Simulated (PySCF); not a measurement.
Does the answer move with the share of exact exchange?

Compound: C3H8AlNO.
SMILES: `OCCC#[N+][AlH3-]`

Torsions of this conformer, `[OH:1][CH2:2][CH2:3][C:4]#[N+:5][AlH3-:6]`: O1–C2–C3–C4 56°, H–O1–C2–C3 -85°.

PySCF, pcSseg-1 basis, density fitting, gas phase, PBE0-D3(BJ)/def2-SVP geometry. One functional is left out:

```
functional  exact exchange (%)  HOMO energy (eV)  LUMO energy (eV)  dipole moment (D)
     B97-D                   0             -6.34             -2.31              6.423
      BLYP                   0             -6.23             -2.24              6.314
      BP86                   0             -6.45             -2.47              6.372
       LDA                   0             -6.40             -2.60              6.300
      OPBE                   0             -6.30             -2.25              6.359
       PBE                   0             -6.34             -2.37              6.313
     B97-2                  21             -7.34             -1.42              6.597
      PBE0                  25             -7.58             -1.35              6.593
  mPW1PW91                  25             -7.61             -1.37              6.610
 BHandHLYP                  50             -8.75             -0.19              6.804
```

Question: Predict the row of B3LYP (20 % exact exchange) by straight lines through the other rows, and check it.

Answer: 
| property | line | computed | computed − line | B97-2 (21 %), for comparison |
| --- | --- | --- | --- | --- |
| HOMO energy (eV) | -7.32 | -7.37 | -0.05 | -7.34 |
| LUMO energy (eV) | -1.52 | -1.59 | -0.07 | -1.42 |
| dipole moment (D) | 6.544 | 6.540 | -0.004 | 6.597 |

Question: Which of these properties follows the share of exact exchange most closely, and which least?

Answer: Most closely the HOMO energy, least the dipole moment; the correlations over the tabulated rows are HOMO energy -0.997, LUMO energy 0.989, dipole moment 0.973. The HOMO energy moves by -0.485 eV for every 10 %. Functionals with the same share still differ in their other parts: at 0 % BLYP and BP86 differ by 0.22 eV in it.
